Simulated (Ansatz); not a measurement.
Consider the cleavage of the Si–Ga bond: `C[SiH2][GaH2]` + `C[SeH]` → `C[SiH2][Se]C` + `[GaH3]`.

Gas-phase electronic energies from Ansatz, PBE0-D4/def2-TZVP geometries. CCSD(T)/CBS adds triple-zeta CCSD(T) − MP2 to the extrapolated MP2 energy (def2 sets, frozen cores). For Ga, Se outer-core shells are correlated without core-valence functions, which leaves a few kJ/mol of doubt a bond. Scalar relativity is left out up to krypton. Each species was taken in one conformer, which may not be the lowest.

```
        species  CCSD(T)/CBS(def2) energy (Eh)
`C[SiH2][GaH2]`                    -2255.26778
       `C[SeH]`                    -2441.15625
 `C[SiH2][Se]C`                    -2770.73796
       `[GaH3]`                    -1925.70545
```

Problem. Work out ΔE.

Solution. ΔE = (-2770.73796) + (-1925.70545) − (-2255.26778) − (-2441.15625) = -0.01938 Eh = -50.9 kJ/mol.

Problem. What do rigid-rotor, harmonic-oscillator terms from PBE0-D4/def2-TZVP frequencies (298.15 K, 1 bar) make of the CCSD(T)/CBS value? (Best estimate.)

Solution. Computed: ΔZPE = -1.2 kJ/mol, ΔH = -52.0 kJ/mol, ΔS = -30 J/(mol·K), ΔG = -43.2 kJ/mol.

Largest T1 diagnostic among the species: 0.013.

From BLYP to BHLYP (50 % exact exchange), in def2-TZVPP and without D4, ΔE moves by −10.5 kJ/mol. Leaving LDA and LC-ωPBE aside and taking each functional with its dispersion term where it has one, the values, not all of them listed here, spread over 10.7 kJ/mol, from ωB97M-V to PBE-D4. LDA lies −4.0 kJ/mol from PBE without D4.
